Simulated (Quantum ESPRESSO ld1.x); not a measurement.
Question: Species: the niobium ion Nb+. Configuration: [Kr] 4d4 (the NIST ground configuration). Method: scalar-relativistic Kohn-Sham, LDA (Slater exchange, VWN5 correlation), spin-polarised, spherical densities, point nucleus; open shells are filled with parallel spins first; computed with ld1.x of Quantum ESPRESSO 7.5. Some entries of the table are withheld. Estimate them.

| orbital | occ. | eigenvalue (eV) | <r> (bohr) |
|---|---|---|---|
| 1s down | 1 | -18787.936 | 0.03613 |
| 1s up | 1 | -18787.929 | 0.03613 |
| 2s up | 1 | -2633.915 | 0.1582 |
| 2s down | 1 | -2633.587 | 0.1582 |
| 2p up | 3 | -2354.323 | 0.1378 |
| 2p down | 3 | -2354.071 | 0.1378 |
| 3s up | 1 | -444.007 | 0.4441 |
| 3s down | 1 | -443.772 | 0.4441 |
| 3p up | 3 | -352.644 | 0.4465 |
| 3p down | 3 | -352.387 | 0.4464 |
| 3d up | 5 | -202.800 | (1) |
| 3d down | 5 | -202.450 | (2) |
| 4s up | 1 | -65.497 | 1.162 |
| 4s down | 1 | -63.612 | 1.155 |
| 4p up | 3 | -41.772 | 1.307 |
| 4p down | 3 | -39.676 | 1.299 |
| 4d up | 4 | -10.283 | 2.038 |
| 4d down | 0 | -8.018 | 2.123 |

Answer: 
(1) 3d up <r> (bohr): 0.4335
(2) 3d down <r> (bohr): 0.4332
